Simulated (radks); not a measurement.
The numbers below are computed, except where a source is named.
All-electron atom: Mn9+ in [Ne] 3s2 3p4 (the NIST ground configuration). Level of theory: scalar-relativistic Kohn-Sham, PBE, spin-polarised, spherical densities, finite nucleus; open shells are filled with parallel spins first; Fermi nuclear charge, rms radius 3.7057 fm (a radial shooting solver on a logarithmic mesh with Libxc functionals).

Local quantities along the radius. ELF = 1/(1 + alpha^2) is the electron localisation function; alpha = (tau - tau_W)/tau_unif compares the Pauli kinetic energy density with that of the uniform gas (summed over spins). tau is taken from the large components.

```
   r/bohr * ELF (the largest magnitude, 1, reaches the edge; | marks zero)
 0.003179 |                                                      *
 0.003977 |                                                      *
 0.005016 |                                                      *
 0.006275 |                                                      *
 0.007851 |                                                      *
 0.009901 |                                                      *
  0.01239 |                                                      *
   0.0155 |                                                      *
  0.01954 |                                                      *
  0.02445 |                                                      *
  0.03083 |                                                     *
  0.03858 |                                                    *
  0.04826 |                                                 *
  0.06086 |                                      *
  0.07614 |                     *
  0.09526 |              *
   0.1201 |                   *
   0.1503 |                                 *
   0.1895 |                                           *
   0.2371 |                                              *
   0.2967 |                                        *
   0.3741 |              *
   0.4681 |      *
   0.5903 |                            *
   0.7385 |                                              *
   0.9239 |                                               *
    1.165 |                                        *
    1.458 |                  *
    1.824 | *
      2.3 *
```

On this mesh the ELF has minima near r = 0.095, 0.47 bohr, which separate the shells, and maxima near 0.24 (0.85), 0.83 (0.89).
